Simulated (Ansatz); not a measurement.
Cost and result for the atomization energy of `[CH3][Ge][F]` (6 atoms, 5 bonds).

The species carries charge 0 and has multiplicity 1. Correlated methods include outer-core shells of Ge, which these sets cover unevenly. Scalar relativity is left out up to krypton. All single points use the PBE0-D4/def2-TZVP geometry. Program: Ansatz. All runs use 2 threads of a server CPU on a shared host. Times are those of one run each, without the atoms' runs, and a repeat can differ threefold. Electronic energies, without spin–orbit coupling; frozen cores. CCSD(T)/CBS adds CCSD(T) − MP2 in def2-TZVPP to the MP2 limit, and its time is that of the two runs behind it. T1 = 0.013; the RHF reference is unstable towards UHF. With those shells the extrapolation isn't a true limit.

CCSD(T)/CBS is a level of theory with its own doubt, some kJ/mol a heavy atom from the limit and from the frozen cores, so smaller differences don't rank the functionals.

```
                           level  functions  wall time  atomization (kcal/mol)  difference from CCSD(T)/CBS  per bond
            revPBE-D4/def2-TZVPP        152      1.1 s                   497.9                         -5.5      -1.1
              BLYP-D4/def2-TZVPP        152      1.1 s                   503.4                          0.0       0.0
             BHLYP-D4/def2-TZVPP        152      1.4 s                   483.9                        -19.5      -3.9
         CAM-B3LYP-D4/def2-TZVPP        152      1.8 s                   503.3                         -0.1       0.0
                CCSD(T)/def2-SVP         75      1.9 s                   470.2                        -33.2      -6.6
             PBE-QIDH/def2-TZVPP        152      2.7 s                   495.0                         -8.4      -1.7
               B2PLYP/def2-TZVPP        152        3 s                   496.8                         -6.6      -1.3
               B97M-V/def2-TZVPP        152      3.7 s                   503.5                          0.1       0.0
              ωB97X-V/def2-TZVPP        152      3.7 s                   502.9                         -0.5      -0.1
ωB97M-V/def2-TZVPP (with forces)        152      4.9 s                   501.4                         -2.0      -0.4
                  MP2/def2-QZVPP        293       11 s                   505.3                          1.9       0.4
              CCSD(T)/def2-TZVPP        152       19 s                   489.9                        -13.5      -2.7
               CCSD(T)/CBS(def2)          –       30 s                   503.4                          0.0       0.0
```

From r2SCAN to r2SCAN0 (25 % exact exchange), in def2-TZVPP and without D4, the atomization energy moves by −10.6 kcal/mol: exact exchange takes away binding that semilocal exchange gives to molecules. At CCSD(T), def2-SVP lies −33.2 kcal/mol from the extrapolated value and def2-TZVPP −13.5 kcal/mol: correlation converges slowly with the basis, and small sets miss more of it in the bonded molecule than in its fragments. Leaving LDA and LC-ωPBE aside and taking each functional with its dispersion term where it has one, the values, not all of them listed here, spread over 26.8 kcal/mol, from BHLYP-D4 to PBE-D4. LDA lies +65.2 kcal/mol from PBE without D4, its usual overbinding.
